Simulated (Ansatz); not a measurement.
Cost and result up the ladder for `C[SiH](C)O[SiH](C)O[Si](C)(C)C` (31 atoms). Total charge 0; singlet. Geometry: r2SCAN-D4/def2-SVP.

Ansatz on 4 threads of Arm Neoverse V1 on a shared host. Times are rough, and most runs start from the orbitals of an earlier one. PBE0-D4/def2-TZVP serves as the yardstick here, not as an exact answer. Differences are given only for rows in sets of like size (and for xTB, whose basis is part of the method), since another set adds its own error. Binding counts from free atoms at the same level (C triplet, Si triplet, O triplet, H doublet; other spins of the atoms weren't run), without zero-point energy or a counterpoise term.

Correlated methods freeze 23 core orbitals. The rows differ in basis, and correlated rows in double-zeta sets carry the largest basis error.

Correlated methods converge slowly with the basis, most of all in double-zeta sets.

```json
{"level": "PBE0-D4/def2-TZVP", "functions": "479", "binding energy per atom (eV)": "4.06", "difference from PBE0-D4/def2-TZVP (eV)": "0.00"}
{"level": "HF/def2-TZVP (with forces)", "functions": "479", "binding energy per atom (eV)": "3.09", "difference from PBE0-D4/def2-TZVP (eV)": "-0.97"}
{"level": "r2SCANh-D4/def2-TZVP", "functions": "479", "binding energy per atom (eV)": "4.06", "difference from PBE0-D4/def2-TZVP (eV)": "0.00"}
{"level": "PBE-D4/def2-SVP", "functions": "266", "binding energy per atom (eV)": "4.10", "difference from PBE0-D4/def2-TZVP (eV)": "–"}
{"level": "HF/STO-3G", "functions": "87", "binding energy per atom (eV)": "3.77", "difference from PBE0-D4/def2-TZVP (eV)": "–"}
{"level": "MP2/def2-SVP", "functions": "266", "binding energy per atom (eV)": "3.88", "difference from PBE0-D4/def2-TZVP (eV)": "–"}
{"level": "PBE-D4/def2-TZVP (with forces)", "functions": "479", "binding energy per atom (eV)": "4.10", "difference from PBE0-D4/def2-TZVP (eV)": "0.04"}
{"level": "PBE0-D4/def2-SVP", "functions": "266", "binding energy per atom (eV)": "4.06", "difference from PBE0-D4/def2-TZVP (eV)": "–"}
{"level": "r2SCAN-D4/def2-TZVP", "functions": "479", "binding energy per atom (eV)": "4.08", "difference from PBE0-D4/def2-TZVP (eV)": "0.01"}
```

(1) Estimate how long each takes.

Answers

(1) HF/STO-3G 0.85 s; PBE-D4/def2-SVP 6.5 s; MP2/def2-SVP 12 s; PBE0-D4/def2-SVP 13 s; PBE-D4/def2-TZVP (with forces) 16 s; r2SCAN-D4/def2-TZVP 27 s; PBE0-D4/def2-TZVP 35 s; r2SCANh-D4/def2-TZVP 46 s; HF/def2-TZVP (with forces) 50 s. On shared hardware such times vary by a factor of up to 3.
